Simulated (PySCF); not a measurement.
C3H8N, multiplicity 2. Atoms are numbered in the order given.

```xyz
12

C     -0.6245     1.3042     0.1666
C     -0.0338    -0.0515     0.3691
C      1.4253    -0.1169    -0.0543
N     -0.7832    -1.0949    -0.3486
H     -0.3747     1.8796    -0.7316
H     -1.4839     1.6359     0.7568
H     -0.0949    -0.3130     1.4405
H      2.0400     0.5889     0.5232
H      1.5299     0.1441    -1.1213
H      1.8174    -1.1346     0.0850
H     -0.7925    -0.8708    -1.3449
H     -1.7600    -1.0799    -0.0567
```
Charge 0, spin multiplicity 2.

The structure is a stationary point at PBE0-D3(BJ)/def2-SVP. The isomer is the one that the SMILES or the coordinates give; other isomers of the formula were not compared. Other conformers were not sampled.

Calculation: PBE/def2-TZVP in PySCF.

ESP charges are fitted to the potential on shells at 1.4 to 2.0 van der Waals radii. Atomic charges (e):

```json
[
 {"atom": "C1", "ESP fit": "-0.74", "Mulliken": "-0.34", "Mulliken spin": "1.01"},
 {"atom": "C2", "ESP fit": "0.74", "Mulliken": "0.06", "Mulliken spin": "-0.05"},
 {"atom": "C3", "ESP fit": "-0.67", "Mulliken": "(withheld)", "Mulliken spin": "0.00"},
 {"atom": "N4", "ESP fit": "-0.92", "Mulliken": "-0.42", "Mulliken spin": "0.10"},
 {"atom": "H5", "ESP fit": "0.21", "Mulliken": "(withheld)", "Mulliken spin": "-0.04"},
 {"atom": "H6", "ESP fit": "0.20", "Mulliken": "(withheld)", "Mulliken spin": "-0.04"},
 {"atom": "H7", "ESP fit": "0.01", "Mulliken": "0.08", "Mulliken spin": "0.00"},
 {"atom": "H8", "ESP fit": "0.16", "Mulliken": "(withheld)", "Mulliken spin": "0.00"},
 {"atom": "H9", "ESP fit": "0.18", "Mulliken": "(withheld)", "Mulliken spin": "0.00"},
 {"atom": "H10", "ESP fit": "0.16", "Mulliken": "(withheld)", "Mulliken spin": "0.00"},
 {"atom": "H11", "ESP fit": "0.34", "Mulliken": "(withheld)", "Mulliken spin": "0.00"},
 {"atom": "H12", "ESP fit": "0.33", "Mulliken": "(withheld)", "Mulliken spin": "0.00"}
]
```

Complete the blanks. (The exact figures need the calculation; the answer reports its results.)


- C3, Mulliken: -0.35
- H5, Mulliken: 0.11
- H6, Mulliken: 0.12
- H8, Mulliken: 0.12
- H9, Mulliken: 0.10
- H10, Mulliken: 0.13
- H11, Mulliken: 0.20
- H12, Mulliken: 0.20

Computed Mayer and Wiberg (Löwdin basis) orders of the bonds:
| bond | Mayer | Wiberg |
|---|---|---|
| C1–C2 | 1.07 | 1.39 |
| C2–C3 | 1.01 | 1.25 |
| C2–N4 | 0.99 | 1.38 |
| C1–H5 | 0.95 | 0.93 |
| C1–H6 | 0.96 | 0.94 |
| C2–H7 | 0.93 | 0.80 |
| C3–H8 | 0.97 | 0.90 |
| C3–H9 | 0.96 | 0.90 |
| C3–H10 | 0.97 | 0.90 |
| N4–H11 | 0.93 | 0.95 |
| N4–H12 | 0.94 | 0.95 |
